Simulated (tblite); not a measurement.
Species: C8H8O (charge +1 and doublet state).
Structure used (GFN2-xTB), in Å, numbered top down from 1:
```xyz
17
C8H8O angstrom
C      2.6897   -0.1022   -0.0493
C      1.5754   -0.6730    0.7897
O      1.7118   -1.3196    1.7778
C      0.2470   -0.3243    0.2240
C     -0.2081    0.3169   -0.8628
C     -1.6326    0.0602   -0.5003
C     -2.2606    1.0238    0.4829
C     -1.7519    0.4599    1.5872
C     -1.1023   -0.6507    0.8328
H      3.6290   -0.2719    0.4751
H      2.7047   -0.6170   -1.0096
H      2.5432    0.9601   -0.2275
H      0.2250    0.8242   -1.7024
H     -2.2681   -0.4454   -1.2192
H     -2.9848    1.7940    0.2869
H     -1.8154    0.6536    2.6397
H     -1.3091   -1.6767    1.1146
```

Calculated harmonic vibrations of the isolated species, GFN2-xTB (tblite), most abundant isotopes, no scaling. This tight-binding method is rough: wavenumbers can miss measured ones by several per cent, in bad cases by 10 to 20. One conformer, not necessarily the lowest. Open shells enter through the occupations alone, without spin polarisation, and single modes of such species can be off by tens of per cent.

Harmonic wavenumbers (cm⁻¹): 36.6, 77.9, 112.2, 170.5, 303.2, 331.3, 384.3, 426.8, 498.9, 591.7, 611.0, 711.3, 763.4, 775.9, 806.1, 829.2, 883.2, 896.7, 915.3, 940.8, 963.3, 987.0, 1001.3, 1033.2, 1055.9, 1068.5, 1102.7, 1107.8, 1138.7, 1190.4, 1200.6, 1328.5, 1383.3, 1405.6, 1535.8, 1593.0, 1782.0, 3016.5, 3031.5, 3033.9, 3044.1, 3048.7, 3109.1, 3158.1, 3164.7.

A = 3776, B = 1237, C = 1036 MHz; mass 120.058 u (most abundant isotopes); point group C1, symmetry number 1; spin multiplicity 2.

Problem. Zero-point energy?

Solution. ½Σν̃ = 28275 cm⁻¹ = 338.25 kJ/mol.

Problem. What is S at 298.15 K and 1 bar for an ideal gas of classical rigid rotors and harmonic oscillators?

Solution. Translation 168.57, rotation 119.61, vibration 99.15, spin (R ln 2) 5.76: S = 393.1 J/(mol K).

Problem. And Cp and H(298.15 K) − H(0)?

Solution. Cp = 144.35 J/(mol K), of which vibrations give 111.09 (their classical limit is 45 R = 374.2); H(298.15 K) − H(0) = 25.40 kJ/mol without the zero-point energy, 15.49 from vibrations.

Problem. What must be added to the electronic energy to get the Gibbs energy at 298.15 K and 1 bar?

Solution. ZPE + [H(298.15 K) − H(0)] − T·S = 338.25 + 25.40 − 117.20 = 246.45 kJ/mol.

Problem. Blend soft modes into free rotors: weight 1/[1 + (100 cm⁻¹/ν̃)⁴] for the oscillator and the rest for a rotor with moment μB/(μ + B), μ = h/(8π²ν), B = 10⁻⁴⁴ kg m². What vibrational entropy results?

Solution. 89.30 J/(mol K) in place of 99.15, which changes −T·S at 298.15 K by +2.94 kJ/mol.

Hindered rotation and anharmonicity are outside this model. Other conformers, if any are populated, would add a mixing term that is left out. The structure is chiral; the term R ln 2 for an equal mix with its mirror image is left out.

Hardware: an Arm Neoverse V1 with one thread, shared host. Cost: 0.6 s of wall time. The figure is for the frequency step alone.
